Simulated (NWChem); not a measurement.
# CH₄SeZn; SMILES [Zn]([CH3])[SeH]

```xyz
7

Zn     0.0104    -0.8383    -0.0004
C      0.0115    -2.7802     0.0005
H     -0.2647    -3.1774    -0.9888
H     -0.7036    -3.1754     0.7390
H      1.0100    -3.1693     0.2556
Se     0.0300     1.4664     0.0001
H     -1.4428     1.4930     0.0000
```
Atoms are numbered in this order, from 1.

Computed with NWChem. Coordinates come from a PBE0/def2-SVP optimisation.

Q: Taking PBE0/pcseg-2 as the yardstick, which of these has the fewest basis functions while keeping “dipole (D)” within 0.2 D of it: PBE0/aug-pcseg-1; PBE0/def2-SVP; PBE0/pcseg-1; PBE0/STO-3G?

A: PBE0/pcseg-1.
```tsv
level	basis functions	dipole (D)
PBE0/STO-3G	45	1.50
PBE0/pcseg-1	92	1.90
PBE0/def2-SVP	97	1.81
PBE0/aug-pcseg-1	142	1.72
PBE0/pcseg-2	185	1.80
```

The yardstick is one finite set, not the basis-set limit.
